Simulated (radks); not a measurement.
Values are calculated unless marked as measured or tabulated.
Question: Species: Co IV. Configuration: [Ar] 3d5.75 4p0.25 (fractional occupations, a model configuration). Level of theory: scalar-relativistic Kohn-Sham, exchange-only r2SCAN, spin-polarised, spherical densities, finite nucleus; open shells are filled with parallel spins first; meta-GGA in the generalised Kohn-Sham scheme; Fermi nuclear charge, rms radius 3.7875 fm (a radial shooting solver on a logarithmic mesh with Libxc functionals). Some entries of the table are withheld. Estimate them.

orbital  occ.  eigenvalue (eV)  r(max) (bohr)  <r^2> (bohr^2)
1s down     1        -7659.595        0.03679        0.004249
1s up       1        -7659.587        0.03679        0.004250
2s up       1        -951.1452         0.2130         0.07693
2s down     1        -947.7285         0.2127         0.07651
2p up       3        -818.4051         0.1722         0.06228
2p down     3        -815.8048         0.1720         0.06185
3s up       1        -149.0180         0.6656          0.6724
3s down     1        -141.4634         0.6677          0.6821
3p up       3        -110.2095         0.6748          0.7498
3p down     3        -102.7039         0.6780          0.7659
3d up       5              (1)         0.6525           1.047
3d down  0.75              (2)         0.6635           1.148
4s up       0              (3)          1.939           5.381
4s down     0              (4)          2.015           5.860
4p up    0.25         -24.8917          2.231           7.222
4p down     0         -22.0631          2.333           8.042
4d up       0         -14.8157          3.098           13.79

Answer: 
(1) 3d up eigenvalue (eV): -48.8817
(2) 3d down eigenvalue (eV): -41.5170
(3) 4s up eigenvalue (eV): -32.6593
(4) 4s down eigenvalue (eV): -29.2062
